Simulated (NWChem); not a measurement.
System: BSi₂H₇; SMILES [SiH3]B[SiH3]

Results from NWChem. Geometry: optimised at PBE0/def2-SVP.

Q: What does the run give for TPSS/def2-TZVP? Quantities: highest occupied level (eV); orbital gap (eV); dipole (D).

A: The highest occupied level (eV) is -6.98, the orbital gap (eV) is 3.37 and the dipole (D) comes out as 0.34.
